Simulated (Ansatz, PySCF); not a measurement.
This PySCF input computes a SVWN5/def2-TZVPD energy:

```python
from pyscf import gto, scf, dft

mol = gto.M(
    atom='''
    C     1.36656412   -0.18415937   -0.09598662
    C     0.06593869   -0.00888596   -0.00463149
    F    -0.83029842   -0.97785241    0.07898218
    F    -0.54605565    1.16333108    0.01769207
    H     2.01907743    0.67097753   -0.15970021
    H     1.77309228   -1.18201362   -0.10665944
    ''',
    basis='def2-tzvpd',
    charge=0,
    spin=0,
    verbose=4,
)

mf = dft.RKS(mol, xc='svwn').density_fit(auxbasis='def2-universal-jkfit')
mf.grids.level = 3
mf.conv_tol = 1e-9
mf.max_cycle = 100
mf.max_memory = 1500
mf.kernel()
if not mf.converged:
    mf = mf.newton()
    mf.kernel(mf.make_rdm1())
mf.analyze()
```

### Question
Write an input for the same energy in Ansatz (a program for electronic structure) and say what it gives.

### Answer

Ansatz 0.2 input:
```yaml
crystal:
  periodic: [false, false, false]
  atoms:
    - {symbol: C, position_ang: [1.36656412, -0.18415937, -0.09598662]}
    - {symbol: C, position_ang: [0.06593869, -0.00888596, -0.00463149]}
    - {symbol: F, position_ang: [-0.83029842, -0.97785241, 0.07898218]}
    - {symbol: F, position_ang: [-0.54605565, 1.16333108, 0.01769207]}
    - {symbol: H, position_ang: [2.01907743, 0.67097753, -0.15970021]}
    - {symbol: H, position_ang: [1.77309228, -1.18201362, -0.10665944]}
basis:
  gaussian:
    orbitals: def2-TZVPD
hamiltonian:
  xc: {name: SVWN5}
output: {forces: true}
```
It gives -275.22085 Eh, and PySCF -275.22091 Eh, a difference of 0.06 mEh, from the treatment of integrals and grids.
